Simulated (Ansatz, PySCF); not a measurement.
Reaction 2 R1 → P1 + P2, each structure at its B3LYP-D3(BJ)/def2-TZVP stationary point, reached from a drawn start (curvature not checked).
P1: H2O (SMILES O), charge 0, multiplicity 1.
P2: O atom, charge 0, multiplicity 3.
R1: OH (SMILES [OH]), charge 0, multiplicity 2.

P less R. No zero-point or thermal terms; singlets are restricted closed shells; open shells are unrestricted; no spin–orbit coupling.

Frozen-core correlation throughout.

Programs: Ansatz (Gaussian orbitals); PySCF for M06-2X. No computed number here is a measurement.

```json
[
 {"level": "HF/aug-cc-pVTZ", "reaction energy (kcal/mol)": "-19.14"},
 {"level": "PBE/def2-TZVPPD", "reaction energy (kcal/mol)": "-14.50"},
 {"level": "B3LYP/def2-TZVPPD", "reaction energy (kcal/mol)": "-14.63"},
 {"level": "M06-2X/def2-TZVPPD", "reaction energy (kcal/mol)": "-17.80"},
 {"level": "wB97X-V/def2-TZVPPD", "reaction energy (kcal/mol)": "-15.86"},
 {"level": "wB97M-V/def2-TZVPPD", "reaction energy (kcal/mol)": "-16.89"},
 {"level": "MP2/aug-cc-pVTZ", "reaction energy (kcal/mol)": "…"},
 {"level": "SCS-MP2/aug-cc-pVDZ", "reaction energy (kcal/mol)": "…"},
 {"level": "CCSD/aug-cc-pVTZ", "reaction energy (kcal/mol)": "…"}
]
```

**Question.** Some entries are withheld; supply them.

**Answer.** 
- MP2/aug-cc-pVTZ, reaction energy (kcal/mol): -22.38
- SCS-MP2/aug-cc-pVDZ, reaction energy (kcal/mol): -21.24
- CCSD/aug-cc-pVTZ, reaction energy (kcal/mol): -18.71

Ansatz is a first-principles code.
